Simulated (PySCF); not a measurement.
# Vertical excitation energies

C₆H₁₀N (charge +1).
InChI=1S/C6H9N/c1-2-6-3-4-7-5-6/h1,6-7H,3-5H2/p+1/t6-/m1/s1

The calculation used TDDFT B3LYP/def2-SVPD, vertical, gas phase, core orbitals frozen in the response (PySCF). Geometry: GFN2-xTB, one conformer, isolated ion.

**Question.** Predict the UV-vis stick spectrum at this level.

**Answer.** 

```
state  E (eV)  ν̃ (cm⁻¹)       f     main configurations (H = HOMO, L = LUMO)
   S1    6.24      50310  0.0049                                    H→L (91%)
   S2    6.49      52330   0.028                                  H-1→L (92%)
   S3    6.65      53630  0.0036         H→L+1 (64%), H→L+4 (11%), H→L+2 (8%)
   S4    6.91      55760   0.013      H-1→L+1 (50%), H→L+3 (18%), H→L+2 (10%)
   S5    7.06      56940  0.0022                 H-1→L+3 (47%), H-1→L+2 (24%)
   S6    7.45      60080   0.011        H→L+2 (48%), H→L+1 (21%), H→L+4 (14%)
   S7    7.56      61000   0.030  H-1→L+1 (30%), H-1→L+2 (19%), H-1→L+3 (17%)
   S8    7.87      63440   0.015        H→L+4 (54%), H→L+3 (18%), H→L+2 (17%)
```

Triplets, Tamm–Dancoff:

```
state  E (eV)  λ (nm)   main configurations (H = HOMO, L = LUMO)
   T1    5.53   224.0  H→L+3 (22%), H-1→L+1 (14%), H-1→L+2 (14%)
   T2    5.92   209.4        H→L (32%), H→L+2 (18%), H→L+1 (13%)
   T3    5.98   207.2      H→L+3 (22%), H-1→L (17%), H→L+1 (14%)
```

The lowest singlet lies at 6.24 eV (199 nm, vacuum ultraviolet) and is very weak; its leading configuration is HOMO→LUMO (91%). The most intense listed level is S7 at 7.56 eV (164 nm, f = 0.030), 1.33 eV above S1. Löwdin shares by element: HOMO carbon 92% or more; LUMO hydrogen 34% or more, nitrogen 15%, carbon 11% or more (atoms not listed hold the other 40%). The oscillator strengths of these states sum to 0.107; summed over the whole spectrum of an exact calculation they would give the number of electrons, 52 (Thomas–Reiche–Kuhn). Of the 8 states listed, 5 reach f = 0.01 and none stays under 0.0005. The listed states span 1.63 eV, and the widest gap between neighbours is 0.39 eV (S5 to S6). Only the lowest 8 singlets were computed, as vertical energies without vibronic structure.
